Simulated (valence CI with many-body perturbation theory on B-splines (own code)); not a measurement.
E1 line list for Dy53+

Level of theory: relativistic CI+MBPT: three valence electrons over a frozen Dirac-Fock core [Ne], a basis of 11 s, 11 p, 9 d, 7 f, 5 g, 2 h, 1 i functions for each j, with the one-electron correlation potential Σ1 (screened to all orders), the two-electron term Σ2, the three-electron term Σ3, Breit, model QED; selected single and double excitations, second order for the rest (own B-spline code, finite nucleus).

No measured spectrum was set against this ion. As an estimate, large intervals hold to a few tenths of a per cent, small ones and those within an open d or f shell to about a per cent.

Lines 1 to 50 of 263 in falling wavelength, among levels below 1016.7 eV, chosen from the strongest by gf and those to the six lowest levels. Wavelengths and rates use the calculated energies. Electric multipoles are in the length gauge, E1 and E2 with the static RPA response of the core. Weak lines are less certain than strong ones. Lines between different terms over intervals too small for the method are left out, as are lines whose strength nearly cancels. The highest levels of a list are the least certain.

Levels are named by their leading jj configuration (3d3/2^4 stands for four electrons in 3d with j = 3/2), which in mixed levels can hold well under half, so a name can repeat and another be missing. Letters in brackets count levels of one name in rising energy.

| λ vac (nm) | Upper | Lower | A (s⁻¹) | log gf | Branch % |
| --- | --- | --- | --- | --- | --- |
| 17.19 | (3s^2 3p3/2) J=3/2 | (3s 3p1/2^2) J=1/2 | 2.46e+07 | -3.36 | 35.6 |
| 11.78 | (3p1/2 3p3/2 3d3/2) J=7/2 | (3s 3p3/2 3d3/2) J=5/2 [b] | 3.97e+09 | -1.18 | 0.7 |
| 11.25 | (3s 3p1/2 3d3/2) J=5/2 | (3s^2 3d3/2) J=3/2 | 6.50e+09 | -1.13 | 33.2 |
| 10.87 | (3s 3p1/2 3p3/2) J=3/2 [a] | (3s^2 3p3/2) J=3/2 | 1.46e+09 | -1.99 | 27.9 |
| 10.47 | (3p1/2 3p3/2 3d5/2) J=7/2 [b] | (3s 3p3/2 3d5/2) J=5/2 [b] | 9.04e+09 | -0.92 | 1.7 |
| 10.26 | (3p1/2 3p3/2 3d5/2) J=9/2 | (3s 3p3/2 3d5/2) J=7/2 [b] | 7.34e+09 | -0.94 | 1.9 |
| 9.589 | (3s 3p1/2 3d5/2) J=7/2 | (3s^2 3d5/2) J=5/2 | 1.61e+10 | -0.75 | 13.2 |
| 9.580 | (3s 3p1/2 3p3/2) J=5/2 | (3s^2 3p3/2) J=3/2 | 9.70e+09 | -1.10 | 100.0 |
| 9.146 | (3p1/2^2 3d3/2) J=3/2 | (3s 3p1/2 3d3/2) J=1/2 | 1.27e+10 | -1.20 | 10.3 |
| 9.074 | (3p1/2 3p3/2 3d5/2) J=9/2 | (3s 3p3/2 3d5/2) J=7/2 [a] | 1.15e+10 | -0.85 | 3.1 |
| 8.967 | (3p1/2^2 3p3/2) J=3/2 | (3s 3p1/2 3p3/2) J=3/2 [b] | 6.67e+09 | -1.49 | 2.7 |
| 8.941 | (3s 3p1/2 3d5/2) J=5/2 [b] | (3s^2 3d5/2) J=5/2 | 1.25e+10 | -1.05 | 8.0 |
| 8.900 | (3s 3p1/2^2) J=1/2 | (3s^2 3p1/2) J=1/2 | 2.59e+10 | -1.21 | 100.0 |
| 8.863 | (3p1/2 3p3/2 3d5/2) J=5/2 [a] | (3s 3p3/2 3d5/2) J=3/2 [a] | 1.58e+10 | -0.95 | 2.4 |
| 8.777 | (3p1/2 3p3/2 3d5/2) J=5/2 [b] | (3s 3p3/2 3d5/2) J=7/2 [b] | 8.86e+09 | -1.21 | 1.0 |
| 8.760 | (3p1/2 3p3/2^2) J=1/2 | (3s 3p3/2^2) J=1/2 | 2.56e+10 | -1.23 | 2.6 |
| 8.759 | (3p1/2 3p3/2 3d3/2) J=3/2 [a] | (3s 3p3/2 3d3/2) J=3/2 [a] | 1.35e+10 | -1.21 | 1.7 |
| 8.759 | (3p1/2 3p3/2 3d3/2) J=7/2 | (3s 3p3/2 3d3/2) J=7/2 | 1.40e+10 | -0.89 | 2.3 |
| 8.649 | (3p1/2 3p3/2 3d5/2) J=3/2 [b] | (3s 3p3/2 3d5/2) J=1/2 | 2.06e+10 | -1.04 | 2.3 |
| 8.647 | (3s 3p1/2 3d5/2) J=3/2 | (3s^2 3d5/2) J=5/2 | 1.78e+10 | -1.10 | 4.2 |
| 8.604 | (3p1/2^2 3d5/2) J=5/2 | (3s 3p1/2 3d5/2) J=3/2 | 2.74e+10 | -0.74 | 12.9 |
| 8.562 | (3p1/2 3p3/2 3d3/2) J=7/2 | (3s 3p3/2 3d3/2) J=5/2 [a] | 6.92e+09 | -1.22 | 1.1 |
| 8.364 | (3p1/2 3p3/2 3d5/2) J=3/2 [a] | (3s 3p3/2 3d5/2) J=5/2 [a] | 2.86e+10 | -0.92 | 3.7 |
| 8.347 | (3s 3p1/2 3p3/2) J=3/2 [b] | (3s^2 3p3/2) J=3/2 | 1.70e+10 | -1.15 | 4.9 |
| 8.331 | (3p1/2^2 3d5/2) J=5/2 | (3s 3p1/2 3d5/2) J=5/2 [b] | 2.91e+10 | -0.74 | 13.7 |
| 8.240 | (3p1/2 3p3/2 3d5/2) J=5/2 [a] | (3s 3p3/2 3d5/2) J=5/2 [a] | 1.99e+10 | -0.92 | 3.0 |
| 8.162 | (3s 3p1/2 3d3/2) J=3/2 [a] | (3s 3p1/2 3p3/2) J=3/2 [b] | 1.59e+10 | -1.20 | 12.6 |
| 8.048 | (3p1/2 3p3/2 3d5/2) J=7/2 [b] | (3s 3p3/2 3d5/2) J=7/2 [a] | 1.67e+10 | -0.89 | 3.1 |
| 7.986 | (3p1/2 3p3/2^2) J=5/2 | (3s 3p3/2^2) J=5/2 | 2.08e+10 | -0.92 | 3.4 |
| 7.896 | (3p1/2 3p3/2 3d5/2) J=5/2 [b] | (3s 3p3/2 3d5/2) J=7/2 [a] | 2.51e+10 | -0.85 | 2.8 |
| 7.888 | (3s 3p1/2 3p3/2) J=1/2 | (3s^2 3p3/2) J=3/2 | 2.34e+10 | -1.36 | 2.0 |
| 7.878 | (3p1/2^2 3p3/2) J=3/2 | (3s 3p1/2 3p3/2) J=5/2 | 4.09e+10 | -0.82 | 16.9 |
| 7.840 | (3p1/2^2 3d3/2) J=3/2 | (3s 3p1/2 3d3/2) J=5/2 | 5.98e+10 | -0.66 | 48.5 |
| 7.838 | (3p1/2^2 3d5/2) J=5/2 | (3s 3p1/2 3d5/2) J=7/2 | 5.47e+10 | -0.52 | 25.8 |
| 7.836 | (3p1/2 3p3/2 3d5/2) J=7/2 [a] | (3s 3p3/2 3d5/2) J=9/2 | 4.17e+10 | -0.51 | 6.5 |
| 7.788 | (3p1/2 3p3/2^2) J=3/2 | (3s 3p3/2^2) J=5/2 | 3.90e+10 | -0.85 | 2.9 |
| 7.603 | (3s 3p1/2 3d3/2) J=5/2 | (3s 3p1/2 3p3/2) J=3/2 [b] | 4.14e+09 | -1.67 | 21.1 |
| 7.582 | (3p1/2 3p3/2 3d3/2) J=5/2 [b] | (3s 3p3/2 3d3/2) J=7/2 | 4.77e+10 | -0.61 | 3.6 |
| 7.485 | (3p1/2 3p3/2 3d5/2) J=9/2 | (3s 3p3/2 3d5/2) J=9/2 | 3.08e+10 | -0.59 | 8.2 |
| 7.480 | (3p1/2 3p3/2 3d3/2) J=3/2 [b] | (3s 3p3/2 3d3/2) J=5/2 [a] | 2.64e+10 | -1.05 | 1.8 |
| 7.473 | (3p1/2 3p3/2 3d3/2) J=5/2 [a] | (3p1/2 3p3/2^2) J=5/2 | 1.92e+10 | -1.02 | 4.3 |
| 7.323 | (3p1/2^2 3d3/2) J=3/2 | (3s 3p1/2 3d3/2) J=3/2 [a] | 3.10e+10 | -1.00 | 25.1 |
| 7.249 | (3s 3p1/2 3d3/2) J=3/2 [a] | (3s 3p1/2 3p3/2) J=5/2 | 1.84e+10 | -1.24 | 14.5 |
| 7.179 | (3p1/2^2 3p3/2) J=3/2 | (3s 3p1/2 3p3/2) J=3/2 [a] | 1.66e+10 | -1.29 | 6.9 |
| 6.805 | (3s 3p1/2 3d3/2) J=5/2 | (3s 3p1/2 3p3/2) J=5/2 | 8.64e+09 | -1.44 | 44.2 |
| 6.678 | (3s 3p1/2 3d3/2) J=1/2 | (3s 3p1/2 3p3/2) J=3/2 [b] | 9.83e+07 | -3.88 | 0.0 |
| 6.532 | (3s 3p1/2 3d3/2) J=3/2 [b] | (3s 3p1/2 3p3/2) J=3/2 [b] | 5.22e+09 | -1.87 | 0.4 |
| 6.278 | (3s 3p1/2 3d3/2) J=5/2 | (3s 3p1/2 3p3/2) J=3/2 [a] | 2.47e+08 | -3.06 | 1.3 |
| 6.157 | (3s^2 3d3/2) J=3/2 | (3s^2 3p3/2) J=3/2 | 2.10e+08 | -3.32 | 0.0 |
| 6.056 | (3s 3d3/2 3d5/2) J=7/2 [b] | (3s 3p3/2 3d5/2) J=7/2 [a] | 1.37e+10 | -1.22 | 1.6 |

Problem. How does gf follow from A for the line at 7.788 nm?

Solution. gf = 1.4992 × (2J+1)_upper × A / σ², with σ = 1284083 cm⁻¹ and 2J+1 = 4: gf = 0.142.
